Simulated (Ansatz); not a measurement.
`[BH2][Ga]([OH])[F]` + HCl → `[OH][Ga]([F])[Cl]` + BH₃ at 700 K and 1 bar (cleavage of the Ga–B bond).

Computed with Ansatz on PBE0-D4/def2-TZVP structures; ΔE is electronic, products minus reactants. CCSD(T)/CBS is the MP2 limit (def2-TZVPP, def2-QZVPP) plus CCSD(T) − MP2 in def2-TZVPP, frozen cores. This one scheme is used for every species. For Ga outer-core shells are correlated without core-valence functions, which leaves a few kJ/mol of doubt a bond. Scalar relativity is left out up to krypton. One conformer a species, not always the lowest.

```tsv
species	CCSD(T)/CBS energy (Eh)	H − E (kJ/mol)	S (J/(mol·K))
`[BH2][Ga]([OH])[F]`	-2125.54859	157.4	426.4
HCl	-460.38127	38.4	211.8
`[OH][Ga]([F])[Cl]`	-2559.41427	97.5	398.6
BH₃	-26.55200	96.5	225.0
```

H − E and S are ideal-gas, rigid-rotor, harmonic terms from PBE0-D4/def2-TZVP, for one conformer and one mirror image of each species. 1 Eh = 2625.50 kJ/mol, R = 8.31446 J/(mol·K).

Problem. By hand: ΔE, ΔH, ΔS and ΔG.

Solution. ΔE = (-2559.41427) + (-26.55200) − (-2125.54859) − (-460.38127) = -0.03641 Eh = -95.6 kJ/mol. Δ(H − E) = 97.5 + 96.5 − 157.4 − 38.4 = -1.8, so ΔH = -97.4 kJ/mol. ΔS = 398.6 + 225.0 − 426.4 − 211.8 = -14.6 J/(mol·K). ΔG = -97.4 − 700 × (-14.6)/1000 = -87.2 kJ/mol.

Problem. By hand: the equilibrium constant, and the temperature at which ΔG would vanish if ΔH and ΔS stayed fixed.

Solution. log₁₀ K = −ΔG/(RT ln 10) = 6.5. ΔG = 0 at ΔH/ΔS = 6671 K, far beyond where these terms or the molecules hold.

The number of gas molecules stays the same, so ΔS is small and ΔH decides. A doubt of 5 kJ/mol in ΔE shifts log₁₀ K by 0.4 here. Other conformers and mirror images would add mixing entropy, several J/(mol·K) or more a flexible species. These are equilibria of isolated gas molecules and say nothing of rates. Largest T1 diagnostic: 0.014 (customary marks: 0.02 for closed shells, 0.045 for open ones).
